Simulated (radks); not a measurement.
Task: Radial electron density D(r) = 4 pi r^2 rho(r) of an atom or ion with 20 electrons. Calculated with a radial shooting solver on a logarithmic mesh with Libxc functionals: scalar-relativistic Kohn-Sham, PBEsol, spin-polarised, spherical densities, finite nucleus; Fermi nuclear charge, rms radius of each element as measured or else 0.836 A^(1/3) + 0.57 fm.

```
   r/bohr * D(r) (the largest magnitude, 115, reaches the edge; | marks zero)
0.0008291 | *
0.0009349 | *
 0.001046 |  *
 0.001179 |  *
 0.001329 |   *
 0.001499 |    *
 0.001676 |     *
  0.00189 |      *
 0.002131 |       *
 0.002403 |         *
 0.002688 |          *
  0.00303 |            *
 0.003417 |              *
 0.003852 |                 *
 0.004309 |                   *
 0.004858 |                      *
 0.005477 |                         *
 0.006176 |                            *
 0.006908 |                               *
 0.007788 |                                  *
 0.008781 |                                     *
 0.009901 |                                        *
  0.01116 |                                         *
  0.01249 |                                          *
  0.01408 |                                           *
  0.01587 |                                          *
   0.0179 |                                         *
  0.02002 |                                        *
  0.02257 |                                       *
  0.02545 |                                      *
  0.02869 |                                      *
  0.03209 |                                       *
  0.03618 |                                         *
   0.0408 |                                             *
    0.046 |                                                 *
  0.05145 |                                                    *
  0.05801 |                                                      *
  0.06541 |                                                     *
  0.07375 |                                                 *
  0.08249 |                                           *
    0.093 |                                    *
   0.1049 |                             *
   0.1182 |                         *
   0.1333 |                        *
   0.1491 |                          *
   0.1681 |                            *
   0.1895 |                            *
   0.2137 |                          *
    0.239 |                     *
   0.2695 |              *
   0.3039 |        *
   0.3426 |    *
   0.3832 | *
   0.4321 |*
   0.4872 *
   0.5493 *
   0.6144 *
   0.6927 *
    0.781 *
```

What is the nuclear charge?

Result: Z = 68. The innermost maximum, from 1s, lies near gamma/Z bohr with gamma = sqrt(1 - (Z/c)^2) = 0.868, here 0.0128 bohr (found: 0.0140), and its height grows with Z. The density is that of the erbium ion Er48+ in [Ar] 3d2; the configuration itself is not fixed sharply by these data, and Z only to a few units. D(r) has 3 maxima, at r = 0.0140, 0.0589, 0.182 bohr, and minima at 0.0269, 0.130 bohr, inside which lie 1.93, 10.77 electrons.
